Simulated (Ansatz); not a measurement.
Species: dibromoborane, sum formula BHBr$_{2}$ (charge 0, singlet). SMILES: BrBBr
Structure (B3LYP-D3(BJ)/def2-TZVP (Ansatz, a first-principles code) minimum search):
```xyz
4

B     -0.0118     0.8387    -0.0033
Br     1.6610    -0.0653     0.0255
Br    -1.6585    -0.1122    -0.0248
H     -0.0284     2.0185    -0.0080
```
Charge 0, spin multiplicity 1.

Quantity: atomisation energy (electronic, to ground-state atoms), in kcal/mol. Correlated levels leave the core frozen unless marked. UHF or UKS for open shells. No spin-orbit coupling. Frozen are the shells of the preceding noble gas and the d and f shells that filled before the atom's block. No relativistic terms. The coupled-cluster limit lacks core correlation, which all-electron functionals hold. CBS(X,Y): correlation extrapolated as X^-3; Hartree-Fock from the larger set.

| level | program | atomisation energy (kcal/mol) |
|---|---|---|
| PBE/def2-TZVPD | Ansatz | 289.5 |

Question: What does CCSD(T)/CBS(aug-cc-pVTZ,aug-cc-pVQZ) (Ansatz) give?

Answer: 280.4 kcal/mol
